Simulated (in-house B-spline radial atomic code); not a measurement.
Sr⁵⁺. Computed with a B-spline radial atomic code. Model: all-electron spherical atom, spin shells full or empty, radial basis limit, no spin-orbit coupling, Breit or QED, empty-state partial waves extrapolated as (l+1/2)^-4, RPA, G0W0 and static COHSEX of the highest shell as one setting changes (uncorrelated shells keep exact exchange).

Given: element Sr; charge 5; filled core Ar; hamiltonian one-electron scalar X2C; mean-field start PBE0; highest l of empty states 9; nuclear rms radius 4.224 fm; highest mean-field shell 4p up.

Shell: 3d 5 5, 4s 1 1, 4p 3 0 (electrons up and down).

| natural log step of frequency grid | RPA correlation energy (hartree) | G0W0 level (eV) | G0W0 minus most complete (meV) | RPA minus most complete (millihartree) | linearised minus solved G0W0 (meV) |
| --- | --- | --- | --- | --- | --- |
| 0.25 | -2.4412 | -89.645 | 0 | 0 | -7 |
| 0.4 | -2.4412 | -89.645 | 0 | 0 | -7 |
| 0.6 | -2.4412 | -89.645 | 0 | 0 | -7 |
| 0.9 | ? | ? | ? | ? | ? |
| 1.3 | -2.4412 | -89.649 | -3.8 | 0 | -7.7 |
| 1.8 | ? | ? | ? | ? | ? |
| 2.5 | -2.3711 | -89.502 | 143.2 | 70.1 | -1.1 |
| 3.5 | -2.3507 | -89.57 | 75 | 90.5 | -4.1 |

Task: What follows for natural log step of frequency grid = 0.9?

Result: RPA correlation energy -2.4412 hartree; G0W0 level -89.645 eV; G0W0 minus most complete -0.1 meV; RPA minus most complete 0 millihartree; linearised minus solved G0W0 -7.1 meV.

Task: What follows for natural log step of frequency grid = 1.8?

Result: RPA correlation energy -2.4476 hartree; G0W0 level -89.621 eV; G0W0 minus most complete 24.5 meV; RPA minus most complete -6.4 millihartree; linearised minus solved G0W0 -3.7 meV.
